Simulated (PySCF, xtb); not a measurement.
CH9OSbSi2, SMILES C[O][Sb]([SiH3])[SiH3].

GFN2-xTB run with xtb at its own geometry gives an orbital gap of 3.28 eV and a dipole moment of 1.76 D.

Geometry: r2SCAN-D4/def2-SVP. The def2 effective core potentials stand for the cores of Sb; spin–orbit coupling is left out. One conformer was computed; it need not be the lowest.

What does PBE/def2-TZVP (PySCF) give? (Estimate from the structure and the level; the computed values follow.)

gap 3.16 eV (levels -5.58 and -2.42 eV), dipole 1.04 D.
